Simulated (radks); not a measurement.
Ionisation of neutral ytterbium, [Xe] 4f14 6s2, to [Xe] 4f14 6s1 as the strength of local exchange is varied. Method: scalar-relativistic Kohn-Sham, Slater X-alpha exchange (alpha = 2/3 is LDA exchange), no correlation, spin-polarised, spherical densities, point nucleus; computed with a radial shooting solver on a logarithmic mesh with Libxc functionals.

alpha  E(Yb) (hartree)  exchange (hartree)  IE (eV)  -e of the level emptied (eV)  <r> of it (bohr)
0.637      -14031.6569           -264.3126    5.365                    3.114 (6s)             4.011
0.667      -14044.1663           -277.0425    5.486                    3.242 (6s)             3.979
0.743      -14075.9135           -309.4011    5.805                    3.583 (6s)             3.899
0.776      -14089.7238           -323.5005    5.949                    3.737 (6s)             3.865
0.92       -14150.1649           -385.3711    6.605                    4.449 (6s)             3.720
1.018      -14191.4633           -427.7985    7.077                    4.966 (6s)             3.628
1.019      -14191.8854           -428.2327    7.082                    4.972 (6s)             3.627

NIST Atomic Spectra Database: 6.254 eV (measured). The Delta-SCF value meets it near alpha = 0.84.
